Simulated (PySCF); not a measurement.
# A run with a changed setting

The sound run of [Yb(BH4)2]+ (singlet in the valence; each metal's 4f electrons, 13 of them, lie in its core potential, out of spins and levels) uses PySCF 2.14.0, RKS BP86, Yb lcecp-1-SVP with ECP59, B def2-SVP, H def2-SVP; non-relativistic Hamiltonian with scalar-relativistic core potentials where named; density fitting; no spin-orbit coupling, grid (50, 194), threshold 1e-8 and 55 cycles at the relaxed geometry. This run, with dm0 from free metal ions and neutral atoms, differs:

```python
mol = gto.M(atom='''
Yb     0.00000     0.00000     0.00000
B     -0.00000     0.00000     2.36684
H     -0.00000     0.00000     3.56982
H      1.16232     0.00091     1.83337
H     -0.58195     1.00614     1.83337
H     -0.58037    -1.00706     1.83337
B      0.00000    -0.00000    -2.36684
H      0.00000    -0.00000    -3.56982
H      1.16232    -0.00091    -1.83337
H     -0.58195    -1.00614    -1.83337
H     -0.58037     1.00706    -1.83337''',
    basis={'Yb': 'lcecp-1-SVP', 'B': 'def2-SVP', 'H': 'def2-SVP'},
    ecp={'Yb': 'lcecp-1-SVP'},
    charge=-2, spin=0)
mf = dft.RKS(mol, xc='B88,P86')
mf.grids.atom_grid = (50, 194)  # f atoms: unpruned, at least (60, 302)
mf = mf.density_fit()  # fitting sets: Yb AutoAux, B def2-universal-JKFIT, H def2-universal-JKFIT
mf.conv_tol = 1e-08; mf.max_cycle = 77
mf.kernel(dm0)
```

Q: What was changed, and how did it end?

A: The charge was changed. The program refused it. The cycle limit differs too. These settings are unsound on purpose: the numbers aren't the compound's.
```
RuntimeError: Electron number 31 and spin 0 are not consistent
Note mol.spin = 2S = Nalpha - Nbeta, not 2S+1
```

Run from Python with OMP_NUM_THREADS=2; the lines above give its settings.

A rough frequency check found unstable modes, so the relaxed geometry is probably a saddle point. An lcecp potential fixes the number of 4f electrons, so in runs with it no electron can move into or out of that shell.
